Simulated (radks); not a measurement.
Effect of the nuclear size on the xenon ion Xe38+, [Ne] 3s2 3p4. Method: Dirac Kohn-Sham, relativistic LDA (MacDonald-Vosko exchange, VWN5 correlation), spin-unpolarised, spherical densities, finite nucleus; open shells are shared between the two j in proportion to 2j + 1; Fermi nuclear charge, rms radius 4.7859 fm; computed with a radial shooting solver on a logarithmic mesh with Libxc functionals. The rms radius is varied about that value; shifts are against it.

| rms radius (fm) | total energy shift (eV) | density at nucleus (e/bohr^3) | 1s1/2 shift (meV) | 2s1/2 shift (meV) | 2p1/2 shift (meV) | 3s1/2 shift (meV) | 3p1/2 shift (meV) | 3p3/2 shift (meV) | 4s1/2 (empty) shift (meV) |
|---|---|---|---|---|---|---|---|---|---|
| 3.9197 | -2.19 | 2.79e+05 | -907 | -110 | 3.65 | -27.5 | 0.911 | 1.69 | -10.4 |
| 4.3217 | -1.22 | 2.741e+05 | -505 | -61.2 | 2.03 | -15.3 | 0.507 | 0.942 | -5.79 |
| 4.7859 | 0 | 2.692e+05 | 0.000 | 0.000 | 0.000 | 0.000 | 0.000 | 0.000 | 0.000 |
| 4.9678 | 0.505 | 2.674e+05 | 209 | 25.4 | -0.841 | 6.34 | -0.210 | -0.390 | 2.40 |
| 5.432 | 1.86 | 2.631e+05 | 772 | 93.6 | -3.10 | 23.4 | -0.775 | -1.44 | 8.86 |

Slopes of the eigenvalues against <r^2> in GHz/fm^2, as finite differences over the two radii next to the reference (eigenvalue slopes, not the field-shift constants of lines): 1s1/2 28800, 2s1/2 3490, 2p1/2 -116, 3s1/2 871, 3p1/2 -28.9, 3p3/2 -53.7, 4s1/2 (empty) 330.
